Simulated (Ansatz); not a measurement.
Basis-set series for CH₆GeS₂ (`CS[S][GeH3]`). Charge 0, multiplicity 1. All single points use the PBE0-D4/def2-TZVP geometry. It is one conformer, not always the lowest.

| functional | basis | functions | energy (Eh) | HOMO (eV) | LUMO (eV) |
| --- | --- | --- | --- | --- | --- |
| PBE0-D4 | def2-SVP | 112 | -2913.98994 | -6.63 | -0.44 |
| PBE0-D4 | def2-TZVPP | 247 | -2914.58042 | -6.67 | -0.65 |
| ωB97M-V | def2-SVP | 112 | -2914.37656 | -8.71 | 1.74 |
| ωB97M-V | def2-TZVPP | 247 | -2914.96763 | -8.78 | 1.41 |

Q: Give the rows for def2-QZVPP. (Best estimate.)

A: Ansatz gave: 
```csv
functional,basis,functions,energy (Eh),HOMO (eV),LUMO (eV)
PBE0-D4,def2-QZVPP,466,-2914.65217,-6.69,-0.74
ωB97M-V,def2-QZVPP,466,-2915.03733,-8.81,1.17
```

Positive LUMOs are unbound and depend on the basis. Scalar relativity is left out up to krypton.
